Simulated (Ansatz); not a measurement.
Species: H3BNO, charge 0, doublet. H3BNO (SMILES N[B]O, doublet).
B3LYP-D3(BJ)/def2-TZVP minimum from Ansatz (an electronic-structure program):
```xyz
6

B     -0.2033    -0.1880     0.4567
O      1.0872    -0.5748     0.3428
H      1.5582    -0.2874    -0.4542
N     -0.9591     0.5798    -0.4307
H     -1.9193     0.8150    -0.2532
H     -0.6060     0.9517    -1.3040
```
Charge 0, spin multiplicity 2.

Atomisation energy term by term, kcal/mol (programs: Ansatz). UHF or UKS for unpaired electrons; spin-orbit terms are left out. Cores are frozen in correlated methods. Rows without X2C or -DK are non-relativistic. CBS(X,Y): correlation extrapolated as X^-3, Hartree-Fock from the larger set. A bracket is a step between two methods taken in the basis named. '+ core + X2C': CCSD(T) terms for core correlation (cc-pwCVTZ) and scalar relativity (cc-pVTZ-DK). Where a partner has so few electrons that a lower coupled-cluster level is exact, that level stands in.

```tsv
term	basis	kcal/mol
Hartree-Fock	cc-pVQZ	375.01
CCSD correlation	CBS(cc-pVTZ,cc-pVQZ)	145.48
(T)	CBS(cc-pVTZ,cc-pVQZ)	9.79
CCSDT(Q) - CCSD(T)	cc-pVDZ	0.66
core correlation	cc-pwCVTZ	2.37
scalar relativity	X2C, cc-pVTZ-DK	-0.63
sum: De		532.7
```
